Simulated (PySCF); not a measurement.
2-methylideneimidazole (C₄H₄N₂), SMILES C1(=C)N=CC=N1.

The structure is a stationary point at B3LYP-D3(BJ)/def2-SVP.

Method: PySCF with CAM-B3LYP/def2-TZVP.

Symmetry labels are those of the subgroup C2v that the program uses (full group C2v).

### Question
List the valence orbital energies around the gap with their symmetry. (Estimate from the structure and the level; the computed values follow.)

### Answer

```csv
orbital,symmetry,energy (eV)
HOMO−7,B2,-14.75
HOMO−6,B1,-13.89
HOMO−5,A1,-13.36
HOMO−4,B2,-12.93
HOMO−3,A1,-10.25
HOMO−2,A2,-9.93
HOMO−1,B2,-9.63
HOMO,B1,-9.23
LUMO,B1,-1.70
LUMO+1,A2,2.34
LUMO+2,A1,2.91
LUMO+3,A1,3.01
```
